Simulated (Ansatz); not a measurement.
A made-up structure of CH$_{3}$OTe (charge +1), singlet:

C1  (0.577, -0.990, -0.055)
Te2  (-0.497, 0.233, -1.070)
O3  (0.516, 0.007, 1.561)
H4  (-0.832, -0.109, -2.690)
H5  (-1.107, 1.641, -0.363)
H6  (1.005, -0.402, 2.290)
(Å)

It is relaxed with PBE-D4/def2-SVP and then PBE0-D4/def2-TZVP (Ansatz 0.2.0). Atoms count as bonded within 1.22 times the sum of their covalent radii (H–H: 0.88 Å). The end point is not checked to be a true minimum.

**Question.** Does its bonding change? (Judge from chemistry; the calculation decides.)

**Answer.** Computed: Yes. Formed: C1–O3; broken: none.

Where it ends: The first stage lowers the energy by 4.67 eV in 19 steps. It ends as CH₃OTe ([OH][C][TeH2]), total charge +1:
```
6
angstrom
C 0.5876 -0.7409 0.2606
Te -0.0440 0.8847 -1.3797
O 0.5833 -0.1534 1.3610
H -0.9332 -0.3169 -2.0957
H -1.3794 1.4545 -0.5716
H 0.8485 -0.7483 2.0983
```

Labels in which every atom is bracketed show which atoms are joined, not bond orders.

For scale, one of the runs: PBE0-D4/def2-TZVP relaxation, 130 basis functions, launched by `ansatz run in.yaml --threads 2 --pin off --events-out ev --progress --plain --max-ram 4352MiB`. The run took about 14 s on 2 CPU threads of an Intel Xeon 6975P-C (shared host).
